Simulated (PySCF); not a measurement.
SMILES C[Si](O)(O)CC[SiH3] (C3H12O2Si2) at its GFN2-xTB optimised geometry (Å):

```
19

Si     2.2698     0.1839     1.1572
C      0.3695     0.2159     1.1781
C     -0.2448    -0.5469     0.0000
Si    -2.1542    -0.5469     0.0000
C     -2.7993    -1.5663     1.4736
O     -2.7575     0.9647     0.0000
O     -2.7583    -1.0736    -1.4181
H      2.7317    -1.2053     1.2291
H      2.7850     0.9293     2.3092
H      2.7575     0.7946    -0.0816
H      0.0190     1.2504     1.1560
H      0.0030    -0.2114     2.1137
H      0.1365    -1.5697     0.0095
H      0.1110    -0.1011    -0.9310
H     -3.8851    -1.5957     1.4702
H     -2.4441    -2.5920     1.4466
H     -2.4902    -1.1453     2.4254
H     -2.5319     1.5697     0.6992
H     -2.6731    -1.9875    -1.6682
```

Method: PBE0/def2-SVP (PySCF 2.14.0). Cells within 0.4 Å of a nucleus heavier than hydrogen are left out (blank, or x).

Map of the electron localisation function on the plane z = 0.8 Å:

```
|0000000000000000000000000000000|
|0000000000000000000000000000000|
|0000000000000000000000000000000|
|0000000000000000000000000000000|
|0000000000000000000000000000000|
|0000000000000000000000000000000|
|0000000000000000000000000000000|
|0000002441000012100000000000000|
|0000026776000278610000000000000|
|0000047998200699950000111000000|
|0000158998300899971001232110000|
|0001258997200899972122565310000|
|0003457774100699975532477521000|
|0002456653100267667830016631000|
|0000234543100255x48913x02420000|
|0000012321122478358913601310000|
|0000013421245579867720015420000|
|0011137852345556643335899851000|
|1566568997434444310038999984100|
|4898768998411245410029999996100|
|5999866786300157730019999997100|
|4898755665100058840007999995000|
|1565335886200027730003999961000|
|0111027998500002300000466300000|
|0000027999600000000000000000000|
|0000016998500000000000000000000|
|0000003675100000000000000000000|
|0000000110000000000000000000000|
|0000000000000000000000000000000|
|0000000000000000000000000000000|
|0000000000000000000000000000000|
```
Scale: ten equal steps from 0.000 (start of '0') to 0.999 (end of '9'), in the order '0123456789'; x runs from -5.00 to 5.00, y from -5.00 (bottom) to 5.00 (top).
